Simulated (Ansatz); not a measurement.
This geometry of C3H10BNS (16 atoms, charge 0, multiplicity 1) is a first-order saddle point.

These are results of Ansatz 0.2.0, RKS B3LYP/6-31G, not measurements.

```xyz
16
Properties=species:S:1:pos:R:3
B 0.370 -1.555 -1.279
C 0.403 -0.425 -0.195
N 1.534 -0.289 0.728
S -0.836 -1.832 0.621
C -0.312 0.905 -0.423
C -0.741 1.659 0.842
H 1.220 -2.393 -1.276
H -0.410 -1.485 -2.180
H 1.650 -1.045 1.393
H 2.402 -0.097 0.235
H -2.018 -1.282 0.175
H 0.416 1.521 -0.977
H -1.157 0.753 -1.105
H -1.538 1.126 1.375
H 0.110 1.758 1.521
H -1.115 2.658 0.590
```

Q: Which two structures does it join? (They come from a converged band through this point; their orientation in space is the band's.)

A: No bond is made or broken. The dihedral C5–C2–N3–H9 goes from 7 to -178°. The two ends are copies of one structure, up to a mirror image or an exchange of like atoms.

Initial state:

```xyz
16
Properties=species:S:1:pos:R:3
B 0.426 -1.438 -1.277
C 0.501 -0.261 -0.207
N 1.455 -0.276 0.709
S -0.953 -2.624 -0.371
C -0.484 0.881 -0.181
C -0.551 1.742 1.089
H 1.460 -2.060 -1.314
H 0.009 -1.070 -2.343
H 1.504 0.379 1.480
H 2.143 -1.019 0.682
H -2.091 -2.161 -0.999
H -0.233 1.507 -1.053
H -1.468 0.459 -0.408
H -0.807 1.138 1.968
H 0.391 2.271 1.287
H -1.325 2.507 0.981
```

Final state:

```xyz
16
Properties=species:S:1:pos:R:3
B 0.423 -1.441 -1.275
C 0.502 -0.261 -0.209
N 1.460 -0.271 0.702
S -0.948 -2.623 -0.351
C -0.481 0.883 -0.186
C -0.555 1.739 1.087
H 1.457 -2.063 -1.317
H -0.003 -1.078 -2.339
H 2.149 -1.014 0.677
H 1.512 0.387 1.470
H -2.092 -2.163 -0.972
H -0.223 1.510 -1.054
H -1.464 0.463 -0.420
H -0.817 1.133 1.962
H 0.386 2.267 1.293
H -1.327 2.507 0.977
```

Q: How far does it lie above each of them?

A: 122.7 kJ/mol above the first and 122.7 kJ/mol above the second. This is the barrier of this one path; another mechanism may lie lower. Limits of this set-up: no polarisation functions.

The run took 9.4 min on 1 CPU thread of a shared host.
